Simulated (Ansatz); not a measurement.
Harmonic frequencies (cm⁻¹) at PBE0-D4/def2-TZVP from Ansatz: 6, 115, 140, 264, 278, 445, 567, 600, 615, 719, 772, 853, 940, 1018, 1169, 1230, 1255, 1391, 1445, 1448, 1973, 2543, 2616, 3058, 3138, 3158, 3595.

Each molecule was computed in one conformer, which needn't be the lowest.

Task: Which molecule is it?
A. `[CH3][GaH][BH]N`
B. `C[B](N)[GaH2]`
C. `B[NH][GaH][CH3]`
D. `CBCS`

Result: C.
